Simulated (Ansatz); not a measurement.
Input and output for `[SiH3]O[CH]1[NH][AlH]1`.

```yaml
crystal:
  periodic: [false, false, false]
  atoms:
    - {symbol: Si, position_ang: [-0.680957, -0.925720, 0.828572]}
    - {symbol: O, position_ang: [0.729668, -0.267272, 1.292056]}
    - {symbol: C, position_ang: [0.504457, 0.778539, 0.232995]}
    - {symbol: N, position_ang: [1.441496, 0.314049, -1.013630]}
    - {symbol: Al, position_ang: [-0.002841, 0.655374, -1.597286]}
    - {symbol: H, position_ang: [-0.892224, -2.266790, 1.092865]}
    - {symbol: H, position_ang: [-1.124800, -0.956700, -0.676890]}
    - {symbol: H, position_ang: [-2.194185, -0.152026, 1.376073]}
    - {symbol: H, position_ang: [1.013032, 1.737618, 1.041856]}
    - {symbol: H, position_ang: [2.555722, 0.317941, -0.663544]}
    - {symbol: H, position_ang: [-0.868417, 1.041165, -2.714008]}
basis:
  gaussian: {orbitals: "6-31G*", nuclear_model: gaussian}
hamiltonian: {xc: {name: wB97X-V}}
accuracy: high
```

```sh
$ ansatz run in.yaml --threads 4 --pin off --events-out ev --progress --plain --max-ram 10444MiB
```

It prints (some lines left out):

```
Functional definition: wB97X-V
2237 factors; integrals over basis functions are off by at most 3.6e-9 eV
431 factors; integrals over basis functions are off by at most 2.3e-9 eV
mean field evaluation 1: about -19130.7777 eV, gradient 5.5e1 eV
mean field evaluation 2: about -19128.8667 eV, gradient 6.5e1 eV
mean field evaluation 4: about -19136.9624 eV, gradient 2.2e0 eV
mean field evaluation 8: about -19137.1013 eV, gradient 2.8e-1 eV
mean field evaluation 16: about -19137.1016 eV, gradient 1.1e-4 eV
mean field -19137.10158310 eV, -703.2755115857 hartree, gradient 1.9e-8 eV, S^2 0.000000; 0 other end points of the search recorded, 0 dependent functions left out
reference -19137.10158288 eV, -703.2755115774 hartree; 27, 27 occupied and 68, 68 virtual orbitals, 2237 factors
Total energy: -19137.10158288 eV, -703.2755115774 hartree
```

Hardware: 4 threads of an INTEL XEON PLATINUM 8581C on a shared host. Wall time 13 s, peak host memory 0.67 GiB.
